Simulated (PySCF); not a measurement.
# A small calculation by hand: chemical shift, span and skew from a shielding tensor

1-(chloromethyl)-1-fluorocyclopropane (C4H6ClF), SMILES FC1(CCl)CC1. Atoms are numbered in the order given.

```xyz
12

F     -0.6134     0.7638     1.3929
C     -0.6547    -0.0961     0.3188
C      0.6553    -0.7919     0.0988
Cl     1.9303     0.3234    -0.5353
C     -1.9554    -0.8254     0.0977
C     -1.5344     0.3088    -0.8243
H      1.0310    -1.2080     1.0536
H      0.5412    -1.6125    -0.6338
H     -1.9322    -1.8615    -0.2751
H     -2.7480    -0.6126     0.8311
H     -1.1975     0.0790    -1.8471
H     -2.0544     1.2715    -0.7099
```
Charge 0, spin multiplicity 1.

Geometry: PBE-D3(BJ)/def2-SVP. One conformer was computed; it need not be the lowest.

GIAO shieldings from HF/pcSseg-1 (PySCF), non-relativistic, no solvent. The symmetric part of the tensor of C2 has the principal values 81.0, 95.4, 190.8 ppm. The same nucleus in TMS has σ = 192.6 ppm at this level (PySCF, at its B3LYP-D3(BJ)/def2-TZVP geometry). Without spin–orbit terms, shifts of atoms bonded to Cl or Br come out too high.

Question: Work out the isotropic shielding, the ¹³C shift against TMS, the span and the skew.

Answer: 
σ(iso) = (σ11 + σ22 + σ33)/3 = 122.4 ppm. δ = σ(ref) − σ(iso) = 192.6 − (122.4) = 70.2 ppm.
Span Ω = σ33 − σ11 = 109.8 ppm. Skew κ = 3(σ(iso) − σ22)/Ω = 0.74. Tumbling in solution averages the tensor to δ; in a static solid the shielding alone would spread this spin-1/2 line over Ω.
